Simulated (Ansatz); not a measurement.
Basis-set series for C₄H₁₂InN (`CC(C)(C)[NH][InH2]`). Charge 0, multiplicity 1. In: def2 effective core potential. The geometry is a stationary point of PBE0-D4/def2-TZVP.

Z-matrix (Å, degrees):
```
C
C 1 1.530
H 1 1.092 2 110.2
H 1 1.094 2 110.5 3 -119.3
H 1 1.094 2 111.5 3 120.7
C 2 1.530 1 109.2 3 -179.3
C 2 1.520 1 109.3 3 -59.8
N 2 1.453 1 109.6 3 60.5
H 6 1.092 2 110.3 1 179.3
H 6 1.094 2 110.5 1 -61.4
H 6 1.094 2 111.5 1 58.6
H 7 1.093 2 111.0 1 -179.6
H 7 1.092 2 110.5 1 -59.8
H 7 1.093 2 111.1 1 60.0
In 8 2.015 2 133.6 1 -119.8
H 8 1.011 2 110.9 1 60.0
H 15 1.708 8 119.7 2 -0.2
H 15 1.716 8 111.3 2 179.9
```

```json
{"functional": "PBE0-D4", "basis": "def2-SVP", "functions": "156", "energy (Eh)": "-404.10776", "HOMO (eV)": "-6.28", "LUMO (eV)": "-0.99"}
{"functional": "PBE0-D4", "basis": "def2-QZVPP", "functions": "727", "energy (Eh)": "-404.36643", "HOMO (eV)": "-6.39", "LUMO (eV)": "-1.12"}
{"functional": "ωB97M-V", "basis": "def2-SVP", "functions": "156", "energy (Eh)": "-404.17043", "HOMO (eV)": "-8.55", "LUMO (eV)": "0.58"}
{"functional": "ωB97M-V", "basis": "def2-QZVPP", "functions": "727", "energy (Eh)": "-404.44453", "HOMO (eV)": "-8.68", "LUMO (eV)": "0.18"}
```

(1) Give the rows for def2-TZVPP. (An estimate is asked.)

Answers

(1) Computed: 
```
functional       basis  functions  energy (Eh)  HOMO (eV)  LUMO (eV)
   PBE0-D4  def2-TZVPP        373   -404.35216      -6.37      -1.10
   ωB97M-V  def2-TZVPP        373   -404.43044      -8.66       0.27
```

Positive LUMOs are unbound and depend on the basis.
